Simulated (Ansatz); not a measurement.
`S=[CH][GeH3]` + `N[SiH2][SiH3]` → `[SiH3][SiH2][NH][GeH3]` + `C=S`  (ligand exchange at a Ge–C bond)

Computed with Ansatz on PBE0-D4/def2-TZVP structures; ΔE is electronic, products minus reactants. CCSD(T)/CBS adds triple-zeta CCSD(T) − MP2 to the extrapolated MP2 energy (def2 sets, frozen cores). This one scheme is used for every species. Functionals use def2-TZVPP. B3LYP here is the variant with VWN-RPA as its local correlation; programs differ in this. For Ge outer-core shells are correlated without core-valence functions, which leaves a few kJ/mol of doubt a bond. Scalar relativity is left out up to krypton. Each species was taken in one conformer, which may not be the lowest.

`S=[CH][GeH3]`:

Cartesian coordinates in Å:
```
S -1.453 1.131 1.554
C -0.525 -0.059 1.003
Ge 0.412 -0.023 -0.721
H -0.394 -0.957 1.614
H 1.921 -0.182 -0.465
H -0.066 -1.217 -1.567
H 0.106 1.305 -1.417
```

`N[SiH2][SiH3]`:

Cartesian coordinates in Å:
```
N 0.375 -1.026 -1.418
Si 0.546 0.442 -0.530
Si -0.825 0.336 1.364
H 0.472 -1.909 -0.943
H 0.740 -1.085 -2.355
H 0.125 1.555 -1.423
H 1.937 0.766 -0.078
H -0.512 -0.890 2.154
H -2.265 0.291 0.991
H -0.593 1.519 2.237
```

`[SiH3][SiH2][NH][GeH3]`:

```xyz
13

Si    2.302   -1.157   -0.028
Si    0.537    0.176    0.744
N    -0.586    0.469   -0.530
Ge   -2.397    0.754   -0.363
H     1.824   -2.518   -0.395
H     3.365   -1.286    1.007
H     2.908   -0.538   -1.242
H    -0.206   -0.517    1.832
H     1.117    1.417    1.345
H    -0.204    0.744   -1.422
H    -2.724    2.244   -0.137
H    -3.076    0.279   -1.658
H    -2.860   -0.068    0.848
```

`C=S`:

Cartesian coordinates in Å:
```
C -0.080 -0.070 -0.026
S 1.087 0.957 0.351
H -0.963 0.235 -0.587
H -0.044 -1.122 0.261
```

```tsv
level	ΔE (kJ/mol)
PBE-D4	-14.2
BLYP-D4	-19.1
B97M-V	-22.0
B3LYP-D4	-21.7
PBE-QIDH	-22.0
revPBE	-12.0
HF/def2-TZVPP	-31.9
CCSD/def2-TZVPP	-26.4
```

Question: What does CCSD(T)/CBS give? (Best estimate.)

Answer: Ansatz gave: -22.2 kJ/mol. The listed levels differ from it by 8.0, 3.1, 0.2, 0.5, 0.2, 10.2, -9.7, -4.2 kJ/mol.

Largest T1 diagnostic among the species: 0.016.

From BLYP to BHLYP (50 % exact exchange), in def2-TZVPP and without D4, ΔE moves by −8.8 kJ/mol. At CCSD(T), def2-SVP lies −10.0 kJ/mol from the extrapolated value and def2-TZVPP −3.2 kJ/mol.
